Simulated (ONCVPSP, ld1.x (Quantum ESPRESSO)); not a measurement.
**Pseudopotentials across the periodic table**

Generated with ld1.x 7.5 (TM, RRKJ, ultrasoft, PAW), atompaw 4.2 or ONCVPSP 4.0.1. The cutoff is in Ry: for ld1.x and atompaw files where the sum of valence levels is converged to 10 mRy in a Bessel basis, for ONCV files where the hardest occupied wave has 1 mHa per electron of residual kinetic energy. The error is the largest all-electron minus pseudo excitation energy over each file’s own four to seven test configurations (ionisations up to +4, promotions, holes and added fractions of an electron), all of which were solved. The labels leave out finer settings (local radius, basis sizes, second energies), which also bear on the numbers. Spin-polarised tests are not counted. The rows are a selection from randomly drawn settings: files with unsolved tests, undetermined cutoffs or missed reference levels are left out.

A true bound ghost makes a file unfit for plane-wave use even where its test errors are small: the radial tests pick states by their node count and pass the ghost by.

| element | potential | cutoff (Ry) | largest error (meV) | bound ghosts |
| --- | --- | --- | --- | --- |
| O | ultrasoft, PBEsol, non-relativistic, rc 1.00/1.24/1.30 (spd), local smoothed, core correction no, reference 2s2 2p4 | 45 | -180 | none |
| V | PAW, PBE, scalar-relativistic, rc 1.70/1.45/1.20 (spd), local smoothed, core correction yes, reference 3s2 3p6 3d3 4s2 4p0 | 70 | -1.3 | none |
| V | ONCV, LDA (Perdew-Zunger), scalar-relativistic, rc 1.90/1.50/1.50 (spd), local smoothed, core correction yes, reference 3s2 3p6 3d3 4s0.5, qcut 7.4/11.6/9, projectors 2/3/2 | 70 | +1.4 | none |
| Te | TM, PBE, scalar-relativistic, rc 1.70/2.15 (sp), local s, core correction yes, reference 5s2 5p4 | 30 | -81 | none |
| Te | RRKJ, LDA (PZ), scalar-relativistic, rc 1.80/1.90/2.10 (spd), local smoothed, core correction yes, reference 5s1 5p5 | 40 | -9.3 | s |
| Tb | ONCV, PW91, scalar-relativistic, rc 2.25/2.45/2.55 (spd), local smoothed, core correction yes, reference 5s2 5p6 5d1 6s1.75 6p0.25, qcut 6.1/5.2/3.8, projectors 2/2/3 | 23 | +11 | none |

(1) Fill in the row for La: ONCV, PBE, scalar-relativistic, rc 2.55/2.35/1.40/2.10 (spdf), local smoothed, core correction yes, reference 4d10 5s2 5p6 5d1 6s2, qcut 5.6/6.1/9.4/5.8, projectors 2/2/2/3.

Answers

(1) cutoff 122 Ry, largest error -12 meV, bound ghosts: s, p, f.
